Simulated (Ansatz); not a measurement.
Clusters of 8 atoms, alloy: PBE-D4/def2-SVP single points in Ansatz on relaxed structures, gas phase. Each cluster is the lowest isomer that a short search found in that spin, judged at the geometry's level, and lower ones may exist. Core potentials for Ag, Au, Sn, no spin–orbit coupling. HOMO and LUMO are taken over both spins. Binding counts from free atoms in the multiplicity of their measured ground term, without zero-point energy. Singlets are spin-restricted. Levels of anions in sets without diffuse functions are rough. A dash marks a value that wasn't run or was left out as unsound. The structures are stationary points that may keep the symmetry of their start. Remarks come from the PBE and PBE0 runs and from stability tests at other levels; not every state was tested.

(1) Estimate the order by binding per atom (eV), lowest first.
A. Li7Sn (doublet)
B. Li5Al3 (singlet)
C. Li7Al (singlet)
D. Al2Cu6 (singlet)
E. Si7Au (doublet)

(1) C (1.22), A (1.31), B (1.59), D (2.64), E (3.49).

In full:

```json
{"species": "Li3Al5⁺", "atoms": "8", "state": "doublet", "geometry": "PBE-D4/def2-SVP", "HOMO (eV)": "-7.45", "LUMO (eV)": "-6.94", "gap (eV)": "0.51", "binding per atom (eV)": "–", "lowest of the spins relaxed": "–", "point group (within 0.1 Å)": "–", "remarks": "–"}
{"species": "Li7Sn", "atoms": "8", "state": "doublet", "geometry": "PBE0-D4/def2-TZVP", "HOMO (eV)": "-2.48", "LUMO (eV)": "-1.89", "gap (eV)": "0.59", "binding per atom (eV)": "1.31", "lowest of the spins relaxed": "–", "point group (within 0.1 Å)": "–", "remarks": "–"}
{"species": "Na3Sn5⁻", "atoms": "8", "state": "singlet", "geometry": "r2SCAN-D4/def2-SVPD", "HOMO (eV)": "-0.60", "LUMO (eV)": "0.69", "gap (eV)": "1.29", "binding per atom (eV)": "–", "lowest of the spins relaxed": "–", "point group (within 0.1 Å)": "C2v", "remarks": "restricted SCF unstable in HF"}
{"species": "Li5Al3", "atoms": "8", "state": "singlet", "geometry": "r2SCAN-D4/def2-SVP", "HOMO (eV)": "-2.89", "LUMO (eV)": "-1.86", "gap (eV)": "1.03", "binding per atom (eV)": "1.59", "lowest of the spins relaxed": "–", "point group (within 0.1 Å)": "–", "remarks": "restricted SCF unstable in HF"}
{"species": "Ag7Se⁺", "atoms": "8", "state": "singlet", "geometry": "PBE0-D4/def2-SVP", "HOMO (eV)": "-8.99", "LUMO (eV)": "-7.68", "gap (eV)": "1.31", "binding per atom (eV)": "–", "lowest of the spins relaxed": "–", "point group (within 0.1 Å)": "Cs", "remarks": "–"}
{"species": "Si7Au", "atoms": "8", "state": "doublet", "geometry": "PBE0-D4/def2-SVP", "HOMO (eV)": "-4.61", "LUMO (eV)": "-4.17", "gap (eV)": "0.44", "binding per atom (eV)": "3.49", "lowest of the spins relaxed": "–", "point group (within 0.1 Å)": "Cs", "remarks": "–"}
{"species": "Li7Al", "atoms": "8", "state": "singlet", "geometry": "PBE0-D4/def2-TZVP", "HOMO (eV)": "-2.92", "LUMO (eV)": "-1.83", "gap (eV)": "1.09", "binding per atom (eV)": "1.22", "lowest of the spins relaxed": "–", "point group (within 0.1 Å)": "–", "remarks": "restricted SCF unstable in HF"}
{"species": "Al2Cu6", "atoms": "8", "state": "singlet", "geometry": "r2SCAN-D4/def2-SVP", "HOMO (eV)": "-3.94", "LUMO (eV)": "-3.07", "gap (eV)": "0.87", "binding per atom (eV)": "2.64", "lowest of the spins relaxed": "singlet, of singlet/triplet/quintet", "point group (within 0.1 Å)": "–", "remarks": "restricted SCF unstable in HF"}
```

The gap (eV) runs from 0.44 (Si7Au) to 1.31 (Ag7Se⁺).
